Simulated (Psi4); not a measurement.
sulfur hexafluoride (F$_{6}$S), singlet, at a GFN2-xTB geometry.

Here is a job for Psi4.
```
memory 2 GB

molecule mol {
0 1
F     0.605832   -0.461654   -1.396116
S     0.000000    0.000000    0.000000
F     1.298200   -0.541243    0.742315
F    -0.690610   -1.422403    0.170662
F    -1.298200    0.541243   -0.742315
F     0.690610    1.422403   -0.170662
F    -0.605832    0.461654    1.396116
}

set {
  basis sto-3g
  reference rhf
}

energy('scf')
print_variables()
```

**Question.** What does this run give for the total energy, dipole moment, nuclear repulsion energy?

**Answer.** 
```yaml
total_energy: -980.9200 Eh
dipole_moment: 0.00 D
nuclear_repulsion_energy: 556.6051 Eh
```
